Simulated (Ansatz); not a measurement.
Basis sets compared for MoS₃⁻. Total charge -1; doublet. Geometry PBE0-D4/def2-SVPD. Ansatz on 4 threads of Arm Neoverse V2 on a shared host; times are rough, and most runs start from earlier orbitals.

| atom | x (Å) | y (Å) | z (Å) |
| --- | --- | --- | --- |
| Mo1 | -0.0001 | 0.0004 | -0.0019 |
| S2 | -2.1094 | 0.4264 | 0.1370 |
| S3 | 0.6694 | -2.0067 | -0.4174 |
| S4 | 1.4400 | 1.5799 | 0.2822 |

In the def2 sets Mo takes a core potential; there is no spin–orbit coupling. The structure comes from a short search, and lower isomers may exist.

```csv
level,functions,energy (Eh),HOMO (eV),LUMO (eV),wall time
PBE-D4/def2-SVPD,115,-1262.1698,-1.43,0.17,2.1 s
PBE0-D4/def2-SVPD,115,-1262.2001,-2.46,1.18,2.7 s
```

Estimate the rows for PBE-D4/def2-TZVPD, PBE0-D4/def2-TZVPD.


| level | functions | energy (Eh) | HOMO (eV) | LUMO (eV) | wall time |
| --- | --- | --- | --- | --- | --- |
| PBE-D4/def2-TZVPD | 178 | -1262.5920 | -1.37 | 0.24 | 3.4 s |
| PBE0-D4/def2-TZVPD | 178 | -1262.6192 | -2.41 | 1.26 | 4.9 s |
